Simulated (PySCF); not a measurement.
Assigning NMR signals

Structure with atom numbers: `[CH3:1][CH:2]([CH3:3])[O:4][C@@H:5]([CH3:6])[C@@H:7]([F:8])[Cl:9]`; H(Xn) means a hydrogen on atom n.

All values are calculated (PySCF 2.14.0 with density-fitted response routines): PBE0-D3(BJ)/def2-SVP geometry, GIAO B3LYP/pcSseg-1 shieldings. Non-relativistic Hamiltonian, fast rotation and ring inversion assumed for equivalent nuclei, a single conformation, no solvent model.

Scale: 13C, 1H against TMS (reference shieldings calculated alike).

Problem. Assign these signals to the numbered atoms. 13C{1H} NMR (computed): δ 114.7 (CH), 79.5 (CH), 75.5 (CH), 24.9 (CH3), 21.9 (CH3), 20.0 (CH3).

Solution. 
| δ (ppm) | atoms | environment | reason |
| --- | --- | --- | --- |
| 114.7 | C7 | sp3 CH bonded to Cl and F | 2 electronegative neighbours deshield it |
| 79.5 | C5 | sp3 CH bonded to O | the inductive effect lowers its shielding |
| 75.5 | C2 | sp3 CH bonded to O | – |
| 24.9 | C1 | methyl carbon | saturated and bonded to C and H only |
| 21.9 | C3 | methyl carbon | – |
| 20.0 | C6 | methyl carbon | – |

C3 and C6 lie closer than the usual error of such a calculation, so a measured spectrum could show them in the other order.

Problem. Assign these signals to the numbered atoms. 1H NMR (400 MHz, computed): δ 5.51 (m, 1H), 3.59 (m, 1H), 3.15 (m, 1H), 1.15 (d, 3H), 1.13 (d, 3H), 1.03 (d, 3H).

Solution. 
| δ (ppm) | atoms | environment | reason |
| --- | --- | --- | --- |
| 5.51 | H(C7) | hydrogen on an sp3 CH bonded to Cl and F | its carbon carries Cl and F, hence the downfield position |
| 3.59 | H(C2) | hydrogen on an sp3 CH bonded to O | its carbon carries O, which withdraws density |
| 3.15 | H(C5) | hydrogen on an sp3 CH bonded to O | – |
| 1.15 | H(C6) | hydrogen on a methyl carbon | – |
| 1.13 | H(C1) | hydrogen on a methyl carbon | – |
| 1.03 | H(C3) | hydrogen on a methyl carbon | – |

H(C6) and H(C1); H(C1) and H(C3) lie closer than the usual error of such a calculation, so a measured spectrum could show them in the other order.

Carbons that carry Cl, above all several Cl atoms, come out too deshielded, partly because spin–orbit coupling is missing. Splittings by 19F in the carbon and heteronuclear signals aren't shown, as no couplings were computed. Shifts are as computed. Against solution values, carbons near 30 ppm lie about +2 ppm off and those near 130 ppm about +6 ppm. Of 1211 compounds with measured shifts, 218 miss one by over three times the rms of a fit or turn the order of signals round; such compounds aren't used in these exercises. Multiplicities follow the n + 1 count of equivalent neighbours, as no J values were calculated; m marks all less simple cases, F and P coupling included.
